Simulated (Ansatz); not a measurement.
Consider the ligand exchange at the Sn–Br bond: `[OH][Sn]([OH])([F])[Br]` + HCl → `[OH][Sn]([OH])([F])[Cl]` + HBr.

Computed with Ansatz on PBE0-D4/def2-TZVP structures; ΔE is electronic, products minus reactants. CCSD(T)/CBS is the MP2 limit (def2-TZVPP, def2-QZVPP) plus CCSD(T) − MP2 in def2-TZVPP, frozen cores. This one scheme is used for every species. Functionals use def2-TZVPP. Elements past krypton have def2 core potentials. For Br, Sn outer-core shells are correlated without core-valence functions, which leaves a few kJ/mol of doubt a bond. Scalar relativity is left out up to krypton. One conformer a species, not always the lowest.

| species | r2SCANh energy (Eh) |
| --- | --- |
| `[OH][Sn]([OH])([F])[Br]` | -3040.11688 |
| HCl | -460.78455 |
| `[OH][Sn]([OH])([F])[Cl]` | -926.15500 |
| HBr | -2574.74081 |

Question: Work out ΔE.

Answer: ΔE = (-926.15500) + (-2574.74081) − (-3040.11688) − (-460.78455) = 0.00562 Eh = +3.5 kcal/mol. CCSD(T)/CBS gives +4.0 kcal/mol.

Largest T1 diagnostic among the species: 0.014.

At CCSD(T), def2-SVP lies −1.2 kcal/mol from the extrapolated value and def2-TZVPP −0.7 kcal/mol. Leaving LDA and LC-ωPBE aside and taking each functional with its dispersion term where it has one, the values, not all of them listed here, spread over 1.3 kcal/mol, from B97M-V to BHLYP-D4.
